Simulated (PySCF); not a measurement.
**Question.** Give a GFN2-xTB geometry of `C[Si@H]1C=CC(=O)O1`.

**Answer.** 
```xyz
13
C4H6O2Si angstrom
C      2.1206   -0.2200    0.2506
Si     0.5419    0.5296   -0.4704
C     -0.8212   -0.6978   -0.9273
C     -1.8477   -0.4668   -0.1120
C     -1.6272    0.6264    0.8651
O     -2.4115    1.0119    1.6844
O     -0.4005    1.1695    0.7380
H      2.7395   -0.6374   -0.5361
H      2.7013    0.5430    0.7600
H      1.9070   -1.0089    0.9677
H      0.7261    1.5874   -1.4578
H     -0.8370   -1.4570   -1.6903
H     -2.7957   -0.9792   -0.0895
```

Orientation and origin are arbitrary. Atoms count from 1 in this order. The 5-membered ring Si2–C3–C4–C5–O7 has internal angles of 91.0° to 115.5° (sum 540°, against 540° for a flat polygon); it is planar, 0.01 Å rms from its mean plane, widest ring torsion 1°. Si2 (oxygen-bound silicon) has angles from 91.0° to 116.1°. The 2 C–C bonds span 1.331 Å (C3=C4, drawn double) to 1.483 Å (C4–C5, drawn single), a spread of 0.152 Å. The C–O distances run from 1.198 Å (C5=O6, drawn double) to 1.348 Å (C5–O7, drawn single), a spread of 0.150 Å.

Bonds between heavy atoms (Å): C1–Si2 1.891, Si2–C3 1.890, C3=C4 1.331, C4–C5 1.483, C5=O6 1.198, C5–O7 1.348, Si2–O7 1.661.

Computed geometry: GFN2-xTB, gas phase.

Point group: C1 (no symmetry element, even within 0.4 Å). GFN2-xTB frequencies: not computed here.
